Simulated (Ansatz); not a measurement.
Consider the atomization: `C[S][SnH]([F])[Cl]` → C• + Cl• + F• + 4 H• + S• + Sn•.

Gas-phase electronic energies from Ansatz, PBE0-D4/def2-TZVP geometries. CCSD(T)/CBS adds triple-zeta CCSD(T) − MP2 to the extrapolated MP2 energy (def2 sets, frozen cores). This one scheme is used for every species, atoms too. Functionals use def2-TZVPP. Open shells (•) are unrestricted, without spin–orbit coupling. Spin–orbit coupling would lower the free atoms: a little for C, Cl, F, S; strongly for Sn. Elements past krypton have def2 core potentials. For Sn outer-core shells are correlated without core-valence functions, so the limit isn't a true one: a few kJ/mol of doubt a bond, and 10 to 20 or more in all where bonds break to atoms. Each species was taken in one conformer, which may not be the lowest.

`C[S][SnH]([F])[Cl]`:

```xyz
9

C    -0.998   -0.411   -1.209
S    -1.274   -0.567    0.584
Sn    0.762    0.335    1.353
F     0.873    2.134    0.704
Cl    2.524   -0.676    0.241
H    -1.876   -0.851   -1.680
H    -0.918    0.634   -1.503
H    -0.112   -0.964   -1.518
H     1.021    0.368    3.027
```

| level | ΔE (eV) | difference from CCSD(T)/CBS |
| --- | --- | --- |
| BLYP-D4 | 29.77 | -0.51 |
| PBE0-D4 | 29.95 | -0.33 |
| r2SCAN0-D4 | 29.56 | -0.72 |
| ωB97X-V | 30.27 | -0.01 |
| B2PLYP | 29.45 | -0.83 |
| revPBE | 29.09 | -1.19 |
| CAM-B3LYP | 29.67 | -0.61 |
| HF/def2-SVP | 21.00 | -9.28 |
| HF/CBS(def2) | 21.44 | -8.84 |
| MP2/CBS(def2) | 30.77 | 0.49 |
| CCSD(T)/CBS | 30.28 | 0 |

Largest T1 diagnostic among the species: 0.013.

Leaving LDA and LC-ωPBE aside and taking each functional with its dispersion term where it has one, the values, not all of them listed here, spread over 1.67 eV, from BHLYP-D4 to PBE-D4. LDA lies +4.31 eV from PBE without D4, its usual overbinding. The D4 term adds +0.42 eV with B3LYP and +0.22 eV with PBE0; it sums over pairs of atoms, weighted by their polarisabilities, and B3LYP, whose exchange is more repulsive, gets the larger term. From r2SCAN to r2SCAN0 (25 % exact exchange), in def2-TZVPP and without D4, ΔE moves by −0.63 eV: exact exchange takes away binding that semilocal exchange gives to molecules.

B3LYP here is the variant with VWN-RPA as its local correlation; programs differ in this.

For atomizations the MP2-based limit and the directly extrapolated one differ by several kJ/mol either way, and by 10 to 25 for some Ge, Se and Sn compounds, so smaller differences from it don't rank the levels.
